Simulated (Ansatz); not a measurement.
Basis sets compared for Al₂Ga. Total charge 0; doublet. Geometry B3LYP-D4/def2-TZVP. Ansatz on 4 threads of Arm Neoverse V2 on a shared host; times are rough, and most runs start from earlier orbitals.

```xyz
3

Al    0.793   -1.086   -0.601
Al   -1.362    0.303   -0.472
Ga    0.569    0.784    1.073
```

The structure comes from a short search, and lower isomers may exist.

Binding counts from free atoms (Al doublet, Ga doublet) in the same basis, without a counterpoise term.

| level | functions | energy (Eh) | HOMO (eV) | LUMO (eV) | binding per atom (eV) | wall time |
| --- | --- | --- | --- | --- | --- | --- |
| PBE-D4/def2-SVP | 68 | -2408.7016 | -4.23 | -3.76 | 1.37 | 1 s |
| PBE-D4/def2-TZVP | 122 | -2409.1210 | -4.18 | -3.67 | 1.37 | 2.5 s |
| PBE0-D4/def2-SVP | 68 | -2408.7728 | -4.93 | -3.10 | 1.26 | 2.1 s |
| PBE0-D4/def2-TZVP (with forces) | 122 | -2409.1894 | -4.87 | -3.02 | 1.26 | 21 s |

Q: Estimate the rows for PBE-D4/def2-TZVPD, PBE0-D4/def2-TZVPD.

A: 
| level | functions | energy (Eh) | HOMO (eV) | LUMO (eV) | binding per atom (eV) | wall time |
| --- | --- | --- | --- | --- | --- | --- |
| PBE-D4/def2-TZVPD | 140 | -2409.1215 | -4.19 | -3.69 | 1.37 | 4.9 s |
| PBE0-D4/def2-TZVPD | 140 | -2409.1898 | -4.87 | -3.02 | 1.27 | 8 s |
